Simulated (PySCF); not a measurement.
# Working out the ionisation energy of Au²⁺

Au²⁺ [Xe] 4f14 5d9 (2D) → Au³⁺ [Xe] 4f14 5d8 (3F). All numbers are calculated (PySCF 2.14, scalar relativity through the core potential, in cc-pVDZ-PP with ECP60MDF). Frozen: 5s2 5p6. Energies in hartree (1 hartree = 27.21139 eV):

```
             part  Au²⁺ (lower)  Au³⁺ (upper)
              UHF   -133.800502   -132.666174
MP2 opposite-spin     -0.127010     -0.091315
    MP2 same-spin     -0.070113     -0.054125
```

**Question.** What does Hartree-Fock give?

**Answer.** (-132.666174) − (-133.800502) = 1.134328 hartree = 30.867 eV.

**Question.** What do MP2 and SCS-MP2 (6/5 opposite-spin, 1/3 same-spin) give?

**Answer.** The opposite-spin parts differ by 0.971 eV and the same-spin parts by 0.435 eV. MP2: 30.867 + (0.971) + (0.435) = 32.273 eV. SCS-MP2: 30.867 + 1.2 × (0.971) + (0.435)/3 = 32.177 eV.

Reference: 30 ± 1.6 eV (theoretical estimate listed by NIST; NIST Atomic Spectra Database, ionization energies), between the lowest levels; spin-orbit coupling is absent from the calculation.

A double-zeta basis recovers only part of the correlation energy.

What remains against the reference includes basis incompleteness, the frozen core and correlation beyond second order.
